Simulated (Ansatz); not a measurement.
A geometry relaxed with PBE-D3(BJ)/def2-TZVP run with Ansatz (a program for electronic structure), charge 0, multiplicity 1:

```xyz
5

C      0.9103    -0.0090    -0.0123
H     -1.1999    -1.0336     0.0138
N      2.0784    -0.0206    -0.0280
H     -1.1791     1.0572     0.0184
B     -0.6097     0.0060     0.0082
```

Question: Write the SMILES of this molecule.

Answer: `BC#N`
